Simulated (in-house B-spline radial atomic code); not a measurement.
Configurations of the chlorine ion Cl³⁺, with energies counted from [Ne] 3s2 3p2. Method: Dirac-Hartree-Fock, average of configuration, Fermi nucleus of rms radius 3.3654 fm. Calculated with a B-spline radial code for spherical atoms. Energies include first-order Breit, QED and recoil terms.

Occupations are held fixed; configurations that lie above the ionisation limit could autoionise.

```tsv
configuration	E - E(ref) (eV)	highest orbital	its <r> (bohr)
[Ne] 3s2 3p1 4s1	25.654	4s1/2	3.242
[Ne] 3s2 3p1 5s1	37.324	5s1/2	5.837
[Ne] 3s1 3p2 5f1	56.29	5f7/2	7.678
[Ne] 3s1 3p2 5g1	56.427	5g9/2	6.864
[Ne] 3s1 3p2 6d1	58.427	6d5/2	11.42
[Ne] 3s1 3p2 6g1	59.088	6g9/2	10.98
[Ne] 3s1 3p2 7f1	60.635	7f7/2	16.59
[Ne] 3s1 3p2 7g1	60.693	7g9/2	15.85
```

Q: Order these further configurations by energy, lowest first.
A. [Ne] 3s2 3p1 5d1
B. [Ne] 3s2 3p1 7f1
C. [Ne] 3s2 3p1 3d1
D. [Ne] 3s1 3p2 4d1
E. [Ne] 3s2 3p1 6g1

A: C (20.384 eV), A (41.595 eV), E (45.393 eV), B (46.946 eV), D (49.104 eV).

Q: How far above the reference does [Ne] 3s2 3p1 6f1 lie?

A: 45.315 eV; its least bound orbital is 6f7/2 with <r> = 11.78 bohr.

Q: How far above the reference does [Ne] 3s2 3p1 6d1 lie?

A: 44.752 eV; its least bound orbital is 6d5/2 with <r> = 11.46 bohr.

Q: How far above the reference does [Ne] 3s2 3p1 7d1 lie?

A: 46.601 eV; its least bound orbital is 7d5/2 with <r> = 16.11 bohr.
